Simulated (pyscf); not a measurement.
`[Cl][Zr]([Cl])([Cl])[SeH]`, singlet

Gas-phase minimum from PySCF at ωB97X-D3(BJ)/def2-SVP, one conformer. 

```xyz
6

Cl     2.6152    -0.5379    -1.0378
Zr     0.3338    -0.2949    -0.6786
Cl    -0.4225     1.5191    -1.9160
Cl    -0.8571    -2.2254    -1.1342
Se    -0.0608     0.1517     1.7661
H      0.8546     1.2976     1.6231
```
Charge 0, spin multiplicity 1.

Bond lengths (Å): Cl1–Zr2 2.322, Zr2–Cl3 2.322, Zr2–Cl4 2.314, Zr2–Se5 2.516, Se5–H6 1.474. Bond angles (°): Cl1–Zr2–Cl3 108.6, Cl1–Zr2–Cl4 112.8, Cl1–Zr2–Se5 108.8, Cl3–Zr2–Cl4 112.3, Cl3–Zr2–Se5 109.1, Cl4–Zr2–Se5 105.0, Zr2–Se5–H6 86.9.

Properties at ωB97X-D3(BJ)/def2-SVP:

```yaml
harmonic_wavenumbers_unscaled: 70, 74, 94, 95, 100, 142, 290, 395, 420, 438, 457, 2458 cm⁻¹
zero_point_energy: 7.2 kcal/mol
rotational_symmetry_number: 1
Entropy of this conformer at 298 K and 1 atm, rigid rotor and harmonic oscillator, modes under 100 cm⁻¹ raised to 100: 413.2 J/(mol K)
dipole_moment: 0.62 D
```

Single-point totals, which compare only within one level:

```tsv
level	total energy (hartree)
ωB97X-D3(BJ)/def2-TZVP	-3830.13415
PBE/def2-TZVP	-3829.23822
r²SCAN/def2-TZVP	-3830.07751
B3LYP-D3(BJ)/def2-TZVP	-3830.26069
PBE0-D3(BJ)/def2-TZVP	-3829.40617
M06-2X/def2-TZVP	-3830.02891
ωB97M-D3(BJ)/def2-TZVP	-3830.26239
```

Soft torsions are taken as harmonic, which can shift the entropy by several J/(mol K). Elements up to Kr have no core potential and no relativistic terms here. Elements past Kr carry the def2 core potentials, without spin-orbit coupling.
